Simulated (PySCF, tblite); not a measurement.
Isomers of C5H5ClOSSi, one GFN2-xTB conformer each. Single-point energies are computed at PBE0/pcSseg-1 (PySCF, gas phase, no added dispersion term), electronic only.

| SMILES | GFN2-xTB relative energy (kcal/mol) |
| --- | --- |
| O=C(Cl)c1ccc([SiH3])s1 | 3.2 |
| O=C(Cl)c1sccc1[SiH3] | 0.0 |

Conformers: `[O:1]=[C:2]([Cl:3])[c:4]1[cH:5][cH:6][c:7]([SiH3:8])[s:9]1` with O1–C2–C4–C5 180°; `[O:1]=[C:2]([Cl:3])[c:4]1[s:5][cH:6][cH:7][c:8]1[SiH3:9]` with O1–C2–C4–S5 180°.

Task: What does PBE0/pcSseg-1 give for the same structures?

Result: 
```json
{"SMILES": "O=C(Cl)c1ccc([SiH3])s1", "PBE0/pcSseg-1 E (Eh)": "-1415.84762", "PBE0/pcSseg-1 (kcal/mol)": "0.0", "GFN2-xTB (kcal/mol)": "3.2", "point group": "Cs"}
{"SMILES": "O=C(Cl)c1sccc1[SiH3]", "PBE0/pcSseg-1 E (Eh)": "-1415.84617", "PBE0/pcSseg-1 (kcal/mol)": "0.9", "GFN2-xTB (kcal/mol)": "0.0", "point group": "Cs"}
```

GFN2-xTB puts O=C(Cl)c1sccc1[SiH3] lowest instead. Neighbours under 2.5 kcal/mol apart (O=C(Cl)c1ccc([SiH3])s1 and O=C(Cl)c1sccc1[SiH3]) can change places with a better method, another conformer or zero-point energy.

Task: Which frontier levels, dipoles and rotational constants go with these structures?

Result: 
```tsv
SMILES	HOMO (eV, PBE0/pcSseg-1)	LUMO (eV)	dipole (D)	A, B, C (MHz)
O=C(Cl)c1ccc([SiH3])s1	-7.80	-2.57	4.58	3028, 500.2, 431.5
O=C(Cl)c1sccc1[SiH3]	-7.83	-2.55	3.67	1292, 984.0, 562.4
```

Task: What happens when harmonic zero-point energies from GFN2-xTB frequencies are added?

Result: 
| SMILES | ZPE (kcal/mol) | electronic (kcal/mol) | with ZPE (kcal/mol) |
| --- | --- | --- | --- |
| O=C(Cl)c1ccc([SiH3])s1 | 49.5 | 0.0 | 0.0 |
| O=C(Cl)c1sccc1[SiH3] | 50.0 | 0.9 | 1.3 |

The zero-point energies span 0.5 kcal/mol. The order is unchanged.
